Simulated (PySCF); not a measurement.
Identify the compound

Molecular formula: C₇H₅P₃. Simulated spectra:

¹H NMR (600 MHz, computed): δ 10.94 (m, 1H), 7.78 (m, 1H), 7.73 (m, 1H), 5.75 (m, 1H), 4.80 (s, 1H).

¹³C{¹H} NMR (computed): δ 207.6 (C), 191.0 (CH), 187.2 (C), 150.7 (CH), 119.9 (CH2), 112.6 (CH), 92.2 (C).

- geometry from GFN2-xTB
- shielding tensors at PBE0/pcSseg-1 (GIAO)
- run in PySCF
- non-relativistic Hamiltonian, no solvent model, one computed conformer

Referencing at the same level of theory: TMS for ¹H and ¹³C.

What is the structure?

## Answers


1. 7 carbon signals for 7 carbons: no two carbons are equivalent.
2. Carbon types of the structure: 3 × C, 3 × CH, 1 × CH2, which accounts for all hydrogens.
3. δC 207.6, 187.2: substituted aromatic carbon.
4. δC 191.0: aromatic CH.
5. δC 150.7: alkene CH; the olefinic region.
6. δC 119.9: terminal =CH2 carbon; the olefinic region.
7. δC 112.6: terminal alkyne carbon.
8. δC 92.2: alkyne carbon; sp carbons lie upfield of alkene carbons because the cylindrical π system leaves one tensor component strongly shielded.
9. δH 10.94: hydrogen on an aromatic CH; aromatic region.

These data were computed for `C(c1pcpc(C#C)p1)=C`.

The data come from this structure; uniqueness wasn't tested.

Splittings by ³¹P in the carbon and heteronuclear signals aren't shown, as no couplings were computed. Shifts are as computed. Against solution values, carbons near 30 ppm lie about +3 ppm off and those near 130 ppm about +5 ppm. Of 1211 compounds with measured shifts, 218 miss one by over three times the rms of a fit or turn the order of signals round; such compounds aren't used in these exercises. Multiplicities follow the n + 1 count of equivalent neighbours, as no J values were calculated; m marks all less simple cases, F and P coupling included.
